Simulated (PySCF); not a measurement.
N-methyl-N-silylmethanamine (C2H9NSi), SMILES CN([SiH3])C. Geometry optimised at PBE-D3(BJ)/def2-SVP.

Computed equilibrium geometry at PBE-D3(BJ)/def2-SVP (PySCF confirms it by a frequency run) as bond lengths and angles, and its point group:
point group Cs.
Atoms: C1 N2 C3 Si4 H5 H6 H7 H8 H9 H10 H11 H12 H13. Bonds (Å): C1–N2 1.450, C1–H5 1.115, C1–H6 1.119, C1–H7 1.109, N2–C3 1.450, N2–Si4 1.750, C3–H8 1.115, C3–H9 1.109, C3–H10 1.119, Si4–H11 1.517, Si4–H12 1.505, Si4–H13 1.505. Bond angles (°): N2–C1–H5 110.6, N2–C1–H6 113.4, N2–C1–H7 110.7, H5–C1–H6 106.9, H5–C1–H7 107.4, H6–C1–H7 107.6, C1–N2–C3 114.2, C1–N2–Si4 120.8, C3–N2–Si4 120.8, N2–C3–H8 110.6, N2–C3–H9 110.7, N2–C3–H10 113.4, H8–C3–H9 107.4, H8–C3–H10 106.9, H9–C3–H10 107.6, N2–Si4–H11 116.0, N2–Si4–H12 107.7, N2–Si4–H13 107.7, H11–Si4–H12 107.2, H11–Si4–H13 107.2, H12–Si4–H13 111.2.
Charge 0, spin multiplicity 1.
